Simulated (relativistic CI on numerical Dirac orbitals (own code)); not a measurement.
**Ho³⁺ (4f10) in a crystal field**

Calculated by Dirac-Coulomb-Breit CI, KLI orbitals optimised for each configuration, model QED, valence Slater integrals scaled by 0.85, one configuration in a parametric crystal field (own radial code).

Field parameters in Wybourne normalisation; cubic f-shell fields have B⁴₄ = √(5/14) B⁴₀ and B⁶₄ = −√(7/2) B⁶₀. The field is a parameter set, without covalency.

S is read from ⟨S²⟩ = S(S + 1).

Powder χT (cm³ K mol⁻¹) by Van Vleck's formula, with temperature-independent terms:

| Field | 2 K | 5 K | 10 K | 20 K | 50 K | 100 K | 200 K | 300 K |
| --- | --- | --- | --- | --- | --- | --- | --- | --- |
| D3d, B20 = 2400, B40 = 800, B43 = 730, B60 = 150, B63 = 340, B66 = 120 cm⁻¹ | 11.9 | 11.9 | 12 | 12.1 | 12.5 | 13 | 13.5 | 13.7 |
| D3d, B20 = 2220, B40 = -1080, B43 = 230, B60 = -160, B63 = -590, B66 = 540 cm⁻¹ | 6.88 | 8.76 | 10.3 | 11.5 | 12.5 | 13.1 | 13.6 | 13.7 |
| D4h, B20 = 190, B40 = -1230, B44 = -60, B60 = 790, B64 = -630 cm⁻¹ | 4.56 | 5.46 | 6.69 | 8.83 | 11.7 | 12.8 | 13.4 | 13.7 |
| Oh, B40 = 1410, B60 = 670 cm⁻¹ | 1.34 | 3.34 | 6.31 | 9.34 | 11.1 | 12 | 12.9 | 13.3 |
| Oh, B40 = 2620, B60 = 900 cm⁻¹ | 0.856 | 2.14 | 4.25 | 7.58 | 10.6 | 11.6 | 12.5 | 13 |
| Oh, B40 = -1810, B60 = 220 cm⁻¹ | 7.32 | 8.93 | 10.6 | 11.9 | 12.8 | 13.2 | 13.6 | 13.7 |

(1) For Oh, B40 = -1810, B60 = 220 cm⁻¹: what effective moment follows at 300 K?

Results:

(1) μ_eff = √(8χT) = 10.49 μB. The LS value g√(J(J + 1)) of the free ion's ⁵I8 level is 10.61 μB.
